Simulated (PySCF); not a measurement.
**`O=S([C@H]1C=C[S@@](=O)C1)(=O)O`, C$_{4}$H$_{6}$O$_{4}$S$_{2}$**

Molfile (atoms numbered from 1):
```
C4H6O4S2
     RDKit          3D

 16 16  0  0  0  0  0  0  0  0999 V2000
   -0.5219    1.9576   -1.1293 O   0  0  0  0  0  0  0  0  0  0  0  0
   -1.3887    0.7583   -1.2373 S   0  0  0  0  0  4  0  0  0  0  0  0
   -1.7823    0.3418    0.4830 C   0  0  0  0  0  0  0  0  0  0  0  0
   -0.9225   -0.5088    1.0225 C   0  0  0  0  0  0  0  0  0  0  0  0
    0.1528   -0.9735    0.1310 C   0  0  2  0  0  0  0  0  0  0  0  0
    1.6506    0.0710    0.4998 S   0  0  0  0  0  6  0  0  0  0  0  0
    2.4312    0.0918   -0.6996 O   0  0  0  0  0  0  0  0  0  0  0  0
    2.2379   -0.4348    1.6942 O   0  0  0  0  0  0  0  0  0  0  0  0
    1.0600    1.4796    0.8083 O   0  0  0  0  0  0  0  0  0  0  0  0
   -0.2473   -0.6940   -1.2962 C   0  0  0  0  0  0  0  0  0  0  0  0
   -2.5963    0.8439    0.9691 H   0  0  0  0  0  0  0  0  0  0  0  0
   -0.9382   -0.8219    2.0542 H   0  0  0  0  0  0  0  0  0  0  0  0
    0.4963   -1.9878    0.3170 H   0  0  0  0  0  0  0  0  0  0  0  0
    0.5453    1.8454    0.0223 H   0  0  0  0  0  0  0  0  0  0  0  0
   -0.8026   -1.5184   -1.7427 H   0  0  0  0  0  0  0  0  0  0  0  0
    0.6178   -0.4413   -1.9079 H   0  0  0  0  0  0  0  0  0  0  0  0
  1  2  2  0
  2  3  1  0
  3  4  2  0
  4  5  1  0
  5  6  1  0
  6  7  2  0
  6  8  2  0
  6  9  1  0
  5 10  1  0
  2 10  1  1
  3 11  1  0
  4 12  1  0
  5 13  1  6
  9 14  1  0
 10 15  1  0
 10 16  1  0
M  END
```

Level of theory: GIAO wB97X/MINI magnetisability, non-relativistic, IEF-PCM benzene in PySCF. Geometry: GFN2-xTB.

Problem. What are the magnetisability and the molar susceptibility?

Solution. Isotropic -1618 × 10⁻³⁰ J/T², or -97.4 × 10⁻⁶ cm³/mol; principal values -1805, -1562, -1487 × 10⁻³⁰ J/T², anisotropy 287 × 10⁻³⁰ J/T² (root of half the summed squared differences of the principal values). The susceptibility is in cgs units.

Problem. Split it along the inertial axes a, b, c into diamagnetic and paramagnetic parts about the centre of mass, with the quadrupole moment.

Solution. 
```tsv
axis	χ (10⁻⁶ cm³/mol)	diamagnetic (10⁻⁶ cm³/mol)	paramagnetic (10⁻⁶ cm³/mol)	summed x² of all electrons (Å²)	quadrupole Θ (D Å)
a	-93.8	-742.5	648.7	250.4	-7.26
b	-97.9	-1385.8	1287.8	98.7	+1.96
c	-100.5	-1481.1	1380.6	76.3	+5.30
```
Anisotropies 2χaa − χbb − χcc = +10.8 and 2χbb − χaa − χcc = -1.5 × 10⁻⁶ cm³/mol. Θ is traceless in Buckingham's convention.
